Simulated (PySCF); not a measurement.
**Polarisability and C₆ of I (iodine, neutral)**

[Kr] 4d10 5s2 5p4 6s1, high-spin 4P determinant (an excited configuration). Computed with PySCF 2.14 in aug-cc-pV5Z-PP with ECP28MDF (8s8p6d4f3g2h, 139 functions), with a scalar-relativistic core potential. Coupled (time-dependent) response in atomic units; α is the mean over directions.

```tsv
method	mean α (bohr³)	α xx, yy, zz	C₆ (like pair)	S(−4)
UHF	614.3	686.0, 470.9, 686.0	11370	429800
PBE	453.7	496.2, 368.7, 496.2	7802	206600
```

S(−4) is the Cauchy moment in α(ω) = α(0) + S(−4) ω² + …

Spin-orbit coupling is absent.

α(iu) at PBE:

| u (hartree) | α(iu) (bohr³) |
| --- | --- |
| 0 | 453.7 |
| 0.0500 | 219.1 |
| 0.100 | 96.47 |
| 0.200 | 40.48 |
| 0.300 | 25.93 |
| 0.500 | 14.85 |
| 0.750 | 9.024 |
| 1.00 | 6.114 |
| 1.50 | 3.430 |
| 2.00 | 2.262 |
| 3.00 | 1.254 |
| 5.00 | 0.5751 |

The components differ because the open shell of this determinant is not spherical; for a pure term their mean is the scalar polarisability.

Energies and moments cover only the electrons outside the core potential. The outer electron is Rydberg-like, and this basis confines it to a smaller radius and binds it less than a complete one would.
